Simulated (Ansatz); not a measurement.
Species: C4H10N, net charge 0, doublet state. It need not be the lowest isomer of its formula. 
Coordinates optimised at B3LYP-D3(BJ)/def2-TZVP (Ansatz, a quantum-chemistry and plane-wave program):
SMILES: CCNC[CH2]
```xyz
15

C      2.3639    -0.5061     0.0938
C      1.0524     0.0975     0.4220
N      0.1054    -0.0392    -0.6785
C     -1.1919     0.5890    -0.4457
C     -2.0697    -0.2216     0.5000
H      2.4097    -1.3584    -0.5702
H      3.2547    -0.2117     0.6300
H      1.1888     1.1496     0.7349
H      0.6228    -0.4080     1.3007
H      0.5250     0.3447    -1.5163
H     -1.0880     1.6158    -0.0546
H     -1.6914     0.6695    -1.4136
H     -1.6374    -0.2847     1.4999
H     -2.1968    -1.2368     0.1214
H     -3.0535     0.2417     0.5975
```
Charge 0, spin multiplicity 2.

Quantity: atomisation energy (electronic, to ground-state atoms), in kcal/mol. Correlated levels leave the core frozen unless marked. Open shells are spin-unrestricted. Spin-orbit coupling is left out. No relativistic terms. The coupled-cluster limit lacks core correlation, which all-electron functionals hold. Basis-set limits of correlation are two-point, X^-3; Hartree-Fock from the larger set.

| level | program | atomisation energy (kcal/mol) |
|---|---|---|
| PBE-D4/def2-TZVPD | Ansatz + dftd4 | 1381.8 |
| B3LYP-D4/def2-TZVPD | Ansatz + dftd4 | … |
| B2GP-PLYP-D3(BJ)/def2-TZVPD | Ansatz + dftd3 | 1335.8 |
| PBE-QIDH/def2-TZVPD | Ansatz | 1343.2 |
| CCSD(T)/CBS(cc-pVTZ,cc-pVQZ) | Ansatz | … |

### Question
What belongs in the gaps?

### Answer

- B3LYP-D4/def2-TZVPD, atomisation energy (kcal/mol): 1357.2
- CCSD(T)/CBS(cc-pVTZ,cc-pVQZ), atomisation energy (kcal/mol): 1350.0
